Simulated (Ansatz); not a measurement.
A structure drawn as `O[SiH2][SiH2]CF`, with this starting geometry:

Cartesian coordinates in Å:
```
O 0.2584 1.0093 2.6025
Si 0.8482 0.4165 1.1664
Si -0.8766 0.0329 -0.2743
C -0.2403 -0.5048 -1.9598
F 0.5473 -1.6098 -1.7583
H 0.2641 0.3059 3.3495
H 1.7480 1.4140 0.5712
H 1.5813 -0.8591 1.4036
H -1.7538 1.2446 -0.4295
H -1.8373 -1.0227 0.2777
H 0.4582 0.2815 -2.3055
H -0.9975 -0.7083 -2.6436
```

The species carries charge 0 and has multiplicity 1.

Q: Relax it with Ansatz at PBE-D4/def2-SVP and then PBE0-D4/def2-TZVP. Is the drawn bonding still there?

A: Yes, every drawn bond is still there and no new one forms.

Q: Give the relaxed structure. (An estimate is asked.)

A: Computed: 
Z-matrix (Å, degrees):
```
Si
Si 1 2.351
O 1 1.655 2 112.0
H 1 1.490 2 109.3 3 123.8
H 1 1.485 2 109.8 3 -116.9
C 2 1.903 1 110.7 3 176.8
H 2 1.491 1 110.7 3 -62.0
H 2 1.491 1 111.0 3 58.0
H 3 0.958 1 117.5 2 65.4
F 6 1.392 2 110.2 1 53.8
H 6 1.095 2 111.5 1 173.8
H 6 1.095 2 111.0 1 -66.0
```
No frequency check was run.

Atoms count as bonded under 1.1 times the sum of their covalent radii (H–H under 0.85 Å, pairs among N, O and F under 1.55 Å), and a drawn bond as lost past 1.3 times.
